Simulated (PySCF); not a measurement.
Compound: C6H6F3O (doublet state).
Z-matrix (Å and degrees, GFN2-xTB geometry), rows numbered from 1:
```
C 
C   1  1.4882
O   2  1.4186  1  110.86
C   3  1.3128  2  120.09  1   179.54
F   4  1.3317  3  108.88  2  -179.89
F   4  1.3458  3  114.43  2   -60.92
F   4  1.3456  3  114.49  2    61.13
C   2  1.3448  1  125.18  3   180.00
C   8  1.3587  2  148.44  1    -0.12
C   9  1.4763  8   63.77  2  -179.89
H   1  1.0898  2  110.20  3   -59.60
H   1  1.0847  2  109.59  3   179.71
H   1  1.0897  2  110.21  3    59.01
H   9  1.0592  8  149.58 10   179.54
H  10  1.0862  8  119.10  9  -107.67
H  10  1.0861  8  119.09  9   107.62
```

The hyperfine couplings belong to this conformer and change with its torsions.

As a line formula: `C/C(OC(F)(F)F)=C1\[CH]C1` [radical].

The calculation used UKS B3LYP, pcH-1 on C F H O, non-relativistic, mean-field spin-orbit, GIAO (PySCF). Isolated species at its GFN2-xTB geometry (one conformer only). The geometry wasn't refined by DFT: couplings that depend on bond lengths, twists or pyramidal angles can differ widely from those at the functional's own minimum. The SCF solution wasn't tested for stability. ⟨S²⟩ is 0.774 where a pure state has 0.75.

(1) Break the g tensor into its mass correction, gauge correction and orbital-Zeeman/spin–orbit terms.

(2) Average each term over the three axes. Which is largest in size?

(3) What are the electron Larmor frequencies g μB B/h along the three axes at 1200 mT?

(4) In a frozen sample, at which fields do the three g values resonate at 9.5, 34, 94 and 263 GHz (hyperfine left aside), and which band first spreads them over more than twice a line width of 1.0 mT?

Results:

(1) 
```
                    Δg (ppm)     1     2     3
relativistic mass correction  -162  -162  -162
            gauge correction    -2    38    26
   orbital Zeeman/spin–orbit   220   740  1133
                       total    56   617   997
```

So g = 2.00238, 2.00294, 2.00332 and g_iso = 2.00288; the tensor is rhombic: the two nearest values differ by 40 % of g3 − g1. Axes: g2 points within 5° of the C9–H14 bond and g3 points within 7° of the C8–C10 bond.

(2) The orbital-Zeeman/spin–orbit term 698, the mass correction -162 and the gauge correction 21 ppm, for a total of 557 ppm. The orbital-Zeeman/spin–orbit term is the largest in size. The mass correction is the same along every axis, so the anisotropy comes from the other two: their spans along these axes are 40 (gauge) and 914 ppm (orbital Zeeman/spin–orbit).

(3) 33.6309, 33.6403, 33.6467 GHz for g1, g2 and g3, a range of 15.8 MHz.

(4) 
```tsv
band	GHz	B(g3) mT	B(g2) mT	B(g1) mT	spread mT
X	9.5	338.81	338.88	338.97	0.16
Q	34.0	1212.60	1212.83	1213.17	0.57
W	94.0	3352.48	3353.12	3354.06	1.58
J	263.0	9379.82	9381.60	9384.23	4.41
```

The spread grows in proportion to the frequency. J band is the first where it exceeds 2.0 mT.

The largest Mulliken spin populations are on C9 (+0.71), C2 (+0.50) and C8 (-0.22). The positive populations add up to 1.33 and the negative ones to -0.33, together 2S = 1. The angles at C9 add up to 360.0°, so it is planar; its axial dipolar tensor and the negative coupling of its proton fit spin in a p orbital normal to that plane.

The HOMO–LUMO gaps are 6.38 eV among the α and 5.02 eV among the β orbitals.
